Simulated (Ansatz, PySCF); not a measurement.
This PySCF input computes a SVWN5/def2-TZVPD energy:

```python
from pyscf import gto, scf, dft

mol = gto.M(
    atom='''
    S     0.00279099   -0.00357806   -0.38524496
    S    -0.01083780    0.01389409    1.49596065
    O     1.19567230    0.33772522   -1.10534421
    O    -1.17957868   -0.35835730   -1.11608717
    ''',
    basis='def2-tzvpd',
    charge=0,
    spin=0,
    verbose=4,
)

mf = dft.RKS(mol, xc='svwn').density_fit(auxbasis='def2-universal-jkfit')
mf.grids.level = 3
mf.conv_tol = 1e-9
mf.max_cycle = 100
mf.max_memory = 1500
mf.kernel()
if not mf.converged:
    mf = mf.newton()
    mf.kernel(mf.make_rdm1())
mf.analyze()
```

**Question.** Write an input for the same energy in Ansatz (a first-principles code) and say what it gives.

**Answer.** 
Ansatz 0.2 input:
```yaml
crystal:
  periodic: [false, false, false]
  atoms:
    - {symbol: S, position_ang: [0.00279099, -0.00357806, -0.38524496]}
    - {symbol: S, position_ang: [-0.01083780, 0.01389409, 1.49596065]}
    - {symbol: O, position_ang: [1.19567230, 0.33772522, -1.10534421]}
    - {symbol: O, position_ang: [-1.17957868, -0.35835730, -1.11608717]}
basis:
  gaussian:
    orbitals: def2-TZVPD
hamiltonian:
  xc: {name: SVWN5}
output: {forces: true}
```
It gives -943.14362 Eh, and PySCF -943.14365 Eh, a difference of 0.03 mEh, from the treatment of integrals and grids.
